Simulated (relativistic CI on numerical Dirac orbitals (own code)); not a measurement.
Method of calculation: Dirac-Coulomb-Breit CI, orbitals from a KLI potential per configuration, model QED, unscaled Slater integrals (own radial code, finite nucleus).

The strongest absorption lines from the ground level of an ion, among the configurations computed and to levels below about 6930 eV (vacuum wavelength in nm, gf): 0.21209 (0.38), 0.21617 (0.76), 0.21715 (0.74), 0.22649 (0.043), 1.8981 (0.18).

**Question.** Which ion is it?
A. Ba50+
B. Nd54+
C. Gd58+
D. Te46+

**Answer.** A. Ba50+ has 6 electrons and the ground level 2s2.2p2 3P_0; the strongest line goes to 2s2.2p.3d 3D°_1. The pattern of lines fixes the number of electrons, and along that sequence the line energies rise steadily with the charge (about as its square where n changes within one kind of shell, about linearly where n is kept but much faster in heavy ions where fine structure, which grows about as Z⁴, sets the gap, and irregularly where shells cross), which fixes Z. Configurations outside the model, such as inner-shell arrays, can give stronger lines. At this charge energies of transitions that change n are usually good to better than 1 %, and those within a shell (Δn = 0) to a few per cent.

LS names give the leading component of a level, which can be under half, so a name can repeat, a term be missing and a line seem to break the LS rules.
